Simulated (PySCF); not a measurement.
Species: C6H10N (doublet state).
SMILES with atom numbers: `[H]/[N:3]=[C:2](/[CH2:1])[CH:4]=[C:5]([CH3:6])[CH3:7]` (hydrogens: H8, H9 on C1; H10 on N3; H11 on C4; H12, H13, H14 on C6; H15, H16, H17 on C7)

Cartesian coordinates in Å at the GFN2-xTB level; atoms count from 1:
```
atom  x, y, z in Å
C1     2.5768    0.1781   -1.1126
C2     1.5159    0.6436   -0.3400
N3     1.3575    1.9367   -0.2375
C4     0.6551   -0.3579    0.3256
C5    -0.6771   -0.3565    0.3342
C6    -1.5164    0.6445   -0.4012
C7    -1.4580   -1.4084    1.0622
H8     3.2163    0.8829   -1.6108
H9     2.7684   -0.8731   -1.2276
H10    0.5977    2.2053    0.3832
H11    1.1897   -1.1513    0.8331
H12   -2.2818    0.1281   -0.9799
H13   -0.9197    1.2530   -1.0762
H14   -2.0271    1.3017    0.3040
H15   -2.1443   -0.9407    1.7680
H16   -0.8046   -2.0853    1.6063
H17   -2.0553   -1.9887    0.3592
```

The hyperfine couplings belong to this conformer and change with its torsions.

Level of theory: PySCF, UKS B3LYP, pcH-1 on C H N, non-relativistic, mean-field spin-orbit, GIAO. The structure is a single GFN2-xTB conformer in the gas phase; no vibrational or solvent corrections. A GFN2-xTB geometry isn't a minimum of the functional, and hyperfine couplings can be far from their values at a DFT geometry. The frame is twisted about the C2–C4 bond at this geometry (dihedral C1–C2–C4–H11 = 46°); couplings at other torsion angles weren't computed. The SCF solution wasn't tested for stability. ⟨S²⟩ is 0.777 where a pure state has 0.75.

Q: Where do the isotropic ENDOR lines of N3, H9, H8, H10, H11, H15/H16/H17 and H12/H13/H14 fall at 3346.5 mT, to first order?

A: ν± = |νn ± a/2|, one line for each electron-spin manifold; νn = |g_N| × 7.62259 MHz/T × B.

```csv
nuclei,isotope,g_N,νn (MHz),a_iso (MHz),lower line (MHz),upper line (MHz)
N3,14N,0.4038,10.30,16.26,2.17,18.43
H9,1H,5.5857,142.49,-48.61,118.18,166.79
H8,1H,5.5857,142.49,-47.44,118.77,166.21
H10,1H,5.5857,142.49,-33.83,125.57,159.40
H11,1H,5.5857,142.49,-8.45,138.26,146.71
H15/H16/H17,1H,5.5857,142.49,-1.90,141.53,143.44
H12/H13/H14,1H,5.5857,142.49,-1.12,141.93,143.05
```

Q: Which pairs are centred on the nuclear Larmor frequency, and which on half the coupling?

A: Centred on νn, since |a| < 2νn: N3, H9, H8, H10, H11, H15/H16/H17 and H12/H13/H14. No pair has |a| > 2νn.

Q: At what field would the lower line of N3 fall to zero frequency?

A: Where νn = |a|/2, that is B = 8.13 MHz/(0.4038 × 7.62259 MHz/T) = 2640 mT, as far as first order holds there.

Nuclei that the bonding pattern makes equivalent are averaged, as if the motion that swaps them (rotation, inversion, ring flip) were fast. H8 and H9 aren't averaged: C1 is flat or nearly so (angle sum 360°), and its turn about the short C1–C2 bond (1.39 Å) is taken as slow.
